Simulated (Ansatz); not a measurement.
One change: `[AlH2][NH][Si]1(Cl)CO1` becomes `N[Si]1(Cl)CO1`.

Ansatz, PBE0-D4/def2-TZVP geometries, multiplicity 1. Each molecule was computed in one conformer, which needn't be the lowest.

```
                                        property  `[AlH2][NH][Si]1(Cl)CO1`
              HOMO energy (PBE0/def2-TZVPP) / eV                     -7.46
         HOMO–LUMO gap (ωB97M-V/def2-TZVPP) / eV                     10.00
size of the dipole moment (B3LYP/def2-TZVPP) / D                      2.31
             LUMO energy (B3LYP/def2-TZVPP) / eV                     -1.50
             HOMO energy (B3LYP/def2-TZVPP) / eV                     -7.24
            HOMO–LUMO gap (PBE0/def2-TZVPP) / eV                      6.16
```

(1) What does the change do to each property? (An estimate is asked.)

## Answers

(1) The calculation gave: 
```tsv
property	`N[Si]1(Cl)CO1`	shift
HOMO energy (PBE0/def2-TZVPP) / eV	-7.36	0.10
HOMO–LUMO gap (ωB97M-V/def2-TZVPP) / eV	11.59	1.59
size of the dipole moment (B3LYP/def2-TZVPP) / D	2.82	0.51
LUMO energy (B3LYP/def2-TZVPP) / eV	0.03	1.53
HOMO energy (B3LYP/def2-TZVPP) / eV	-7.14	0.10
HOMO–LUMO gap (PBE0/def2-TZVPP) / eV	7.71	1.55
```

With PBE0 the HOMO rises by 0.10 eV and the LUMO rises by 1.65 eV, so the gap widens by about 1.55 eV. PBE moves the HOMO by 0.16 eV and ωB97M-V by 0.08 eV. Dipoles are sizes alone; their direction can turn.

B3LYP here is the variant with VWN-RPA as its local correlation; programs differ in this.
